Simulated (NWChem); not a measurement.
# GeNH₂I, singlet; SMILES [Ge]([NH2])[I]

```xyz
5

Ge     0.4138     1.4056     0.0000
I      0.0001    -1.1784     0.0000
N     -1.3519     1.9030     0.0000
H     -2.1544     1.2647     0.0000
H     -1.6307     2.8897     0.0000
```
Atoms are numbered in this order, from 1.

Results from NWChem. Low-valent species are run as closed-shell singlets; no triplet was tried in these runs. The geometry was optimised at PBE-D3(BJ)/def2-SVP (def2 core potentials past Kr).

Task: What does the run give for PBE/STO-3G (all-electron, non-relativistic)? Quantities: highest occupied level (eV); orbital gap (eV); dipole (D).

Result: 
```
Item                         Value
---------------------------  -----
highest occupied level (eV)  -1.02
orbital gap (eV)              1.30
dipole (D)                    3.73
```
